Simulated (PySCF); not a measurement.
Computed IR spectrum (relative IR intensity) of a molecule C₈H₆N₂S. Coordinates come from a PBE0-D3(BJ)/def2-SVP optimisation. Other conformers were not sampled. All values below come from PBE0-D3(BJ)/def2-SVP run with PySCF. Frequencies are harmonic and unscaled.

ν (cm⁻¹): 106 (w), 150 (vw), 414 (w), 473 (vw), 620 (w), 664 (m), 730 (m), 742 (m), 759 (m), 790 (w), 822 (m), 902 (m), 924 (vw), 1014 (w), 1032 (s), 1077 (w), 1086 (m), 1127 (w), 1167 (w), 1193 (m), 1300 (w), 1340 (w), 1383 (w), 1468 (m), 1501 (m), 1523 (s), 1598 (s), 1659 (m), 1677 (vs), 3176 (m), 3207 (w), 3221 (w), 3235 (w), 3237 (w), 3287 (w) (against the strongest line: vs over 80 %, s over 45 %, m over 15 %, w over 4 %, vw less)

Task: Identify the compound among the candidates.
(A) c1ccc(-c2nccs2)nc1
(B) c1cncc(-c2cncs2)c1
(C) c1cnc(-c2cccs2)nc1
(D) c1csc(-c2cncnc2)c1

Result: A, c1ccc(-c2nccs2)nc1
